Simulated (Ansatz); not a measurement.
C4H5F, SMILES C=C/C=C/F.

The structure is a stationary point at r2SCAN-D4/def2-SVP. Other conformers were not sampled.

Two levels are set side by side: PBE/def2-SVPD (Ansatz, an electronic-structure program) and CAM-B3LYP/def2-SVPD (Ansatz). Energy differences of separate SCF runs at the same geometry; the states with an electron removed or added have multiplicity 2 and 2. Differences are taken from unrounded values.

```json
[
 {"quantity": "vertical ionisation energy (eV)", "PBE": "8.79"},
 {"quantity": "vertical singlet–triplet gap (eV)", "PBE": "3.14"}
]
```

Q: These are the PBE values. What does CAM-B3LYP give? (Estimate from the structure and the level; the computed values follow.)

A: 
| quantity | CAM-B3LYP | PBE minus CAM-B3LYP |
|---|---|---|
| vertical ionisation energy (eV) | 8.92 | -0.13 |
| vertical singlet–triplet gap (eV) | 3.21 | -0.07 |
